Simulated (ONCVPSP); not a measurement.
# Ag: variants of one ONCV potential

Base potential:

ONCVPSP 4.0.1 input, shortened (lines: element, Z, core and valence counts, functional; n l f; lmax; l rc ep ncon nbas qcut; lloc lpopt rc5 dvloc0; l nproj debl; icmod fcfact rcfact), PBEsol, scalar-relativistic:

```
  Ag 47.00    6    3  -116133      upf
    1    0    2.00
    2    0    2.00
    2    1    6.00
    3    0    2.00
    3    1    6.00
    3    2   10.00
    4    0    2.00
    4    1    6.00
    4    2   10.00
    2
    0    1.55    0.00    3    7    7.50
    1    1.60    0.00    3    6    9.80
    2    1.70    0.00    4    9    8.10
    4    5    1.00   -1.00
    0    2    2.60
    1    1    1.90
    2    2    2.50
    0    0.00    0.00
```

In the s channel the program set the typed energies aside and used -3.792, 0.250 Ha.

All-electron outer shells of the reference configuration (PBEsol, scalar-relativistic, ld1.x):

```csv
shell,level (eV),outermost node (bohr),outermost maximum (bohr)
4s,-103.18,0.44,0.82
4p,-66.76,0.44,0.87
4d,-15.64,0.43,1.04
```

Cutoffs, loose and tight: the cutoffs (Ha) at which the residual kinetic energy of the hardest occupied pseudo-wave falls to 1 and 0.1 mHa per electron. They do not see the model core or the augmentation charge, which bear on the density cutoff. Test errors are all-electron minus pseudo excitation energies from the reference, over the configurations 4s2 4p6 4d10 5s1; 4s2 4p6 4d9; 4s2 4p6 4d8; 4s2 4p6 4d9 5s2. A dash means not determined; rows that change the core or the reference have their own tests.

```csv
change,outcome,"cutoff, loose","cutoff, tight",bound ghosts,GHOST(+) flags above zero,largest test error (meV)
base,"generated, projector energies reset by the program",26 Ha,30 Ha,none,s,+17
"all radii scaled by about 1.16 (s 1.80, p 1.86, d 1.98 bohr); local potential polynomial inside 1.16 bohr (lpopt 5, dvloc0 -1 Ha)","generated, projector energies reset by the program",23 Ha,27 Ha,none,s,+53
d: qcut 8.2,"generated, projector energies reset by the program",26 Ha,30 Ha,none,s,+16
"local potential polynomial inside 1.00 bohr (lpopt 5, dvloc0 8.5 Ha)","generated, projector energies reset by the program",26 Ha,30 Ha,none,none,+16
fully relativistic,"generated, projector energies reset by the program",26 Ha,30 Ha,none,s,+24
d: debl 5.35,"generated, projector energies reset by the program",26 Ha,30 Ha,none,s,+15
d: qcut 7.7,"generated, projector energies reset by the program",25 Ha,29 Ha,none,s,+22
s: qcut 6.4; p: qcut 8.3; d: qcut 6.9,"generated, projector energies reset by the program",23 Ha,71 Ha,none,s,+36
d: rc 2.36,"generated, projector energies reset by the program",21 Ha,28 Ha,none,s,+151
p: rc 1.16,"generated, projector energies reset by the program",37 Ha,45 Ha,none,s,+15
```

Q: What comes out with this change to the base: reference 4s2 4p6 4d10 5s1; waves 4s+5s: rc 1.55 bohr, ncon 3, nbas 7, qcut 7.5 1/bohr, 2 projectors; 4p: rc 1.55 bohr, ncon 3, nbas 6, qcut 10.1 1/bohr, 1 projector?

A: outcome: generated; cutoff, loose: 26 Ha; cutoff, tight: 34 Ha; bound ghosts: none; GHOST(+) flags above zero: none; largest test error (meV): +7.9.
